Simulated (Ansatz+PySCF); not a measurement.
# singlet CH₃I: levels of theory in one basis

```yaml
atoms:
  - { symbol: C, position_ang: [0.0000, 0.0000, -1.8143] }
  - { symbol: I, position_ang: [0.0000, 0.0000, 0.3272] }
  - { symbol: H, position_ang: [0.0000, -1.0420, -2.1517] }
  - { symbol: H, position_ang: [-0.9024, 0.5210, -2.1517] }
  - { symbol: H, position_ang: [0.9024, 0.5210, -2.1517] }
```

Basis set: def2-SVP (spherical functions, with the set's core potentials past Kr). Frozen core: 5 orbitals. Charge 0, multiplicity 1.

Computed with Ansatz (development build ahead of 0.2.0); each method stands on the lowest determinant of its kind that the runs found. NEVPT2 correlates all electrons outside the core potentials. Active spaces start from the frontier orbitals, and the lowest solution found is given.

```tsv
method	E − E(RHF) (eV)	<S²> of the determinant
RHF	0.00	0.00
RHF-MP2	-7.34	–
RHF-CCSD(T)	-8.22	–
CASSCF(2,2)	-0.51	–
SC-NEVPT2(2,2)	-7.84	–
```

(1) What does RHF-CCSD give on the same scale?

(2) Is a single determinant a sound starting point here?

## Answers

(1) -8.02 eV.

(2) By this sign, yes. Unrestricted orbitals gain 0.00 eV and <S²> is 0.00 against 0.00 for a pure state. The CASSCF(2,2) natural occupations are 1.96, 0.04.

Caution for CASSCF(2,2), SC-NEVPT2(2,2): other starts end on other solutions of this active space.
